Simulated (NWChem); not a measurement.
System: CH$_{7}$NOSi; SMILES O[Si@@H](N)C

Here is an NWChem input.

```
start job
memory heap 200 mb stack 900 mb global 1100 mb
geometry units angstroms noautosym nocenter noautoz
  C     -0.340097     1.696955    -0.183963
  Si    -0.090395    -0.079067     0.349948
  N      1.487727    -0.542069    -0.185997
  O     -1.222906    -1.126505    -0.288783
  H     -0.172093     1.821984    -1.265714
  H      0.347703     2.374108     0.348024
  H     -1.367788     2.022424     0.039395
  H     -0.325039    -0.208998     1.818262
  H      1.912814    -1.409114     0.122863
  H      2.192954     0.164669    -0.358802
  H     -1.099403    -1.323228    -1.222552
end
basis spherical
  C library 6-31g*
  Si library 6-31g*
  N library 6-31g*
  O library 6-31g*
  H library 6-31g*
end
dft
  xc b3lyp
  iterations 150
end
property
  shielding
  efieldgrad
end
task dft property
```

The geometry was optimised at PBE0/def2-SVP. B3LYP is NWChem's, with the RPA form of VWN correlation.

GIAO values for the isolated, static molecule; σ is the absolute isotropic shielding, δ = σ(reference) − σ with the isolated reference molecule computed at the same levels (13C: tetramethylsilane, 1H: tetramethylsilane, 15N: ammonia, 17O: water, 29Si: tetramethylsilane).

Atoms are numbered as in the input.

Question: Give the results of this calculation. (B3LYP/6-31G* (spherical d), GIAO.) Quantities: δ C1 (ppm); δ Si2 (ppm); δ N3 (ppm); δ O4 (ppm); δ H9 (ppm); δ H10 (ppm); δ H11 (ppm).

Answer: 
```yaml
"δ C1 (ppm)": 0.5
"δ Si2 (ppm)": -6.9
"δ N3 (ppm)": 20.5
"δ O4 (ppm)": 43.1
"δ H9 (ppm)": 0.02
"δ H10 (ppm)": -0.04
"δ H11 (ppm)": 0.83
```
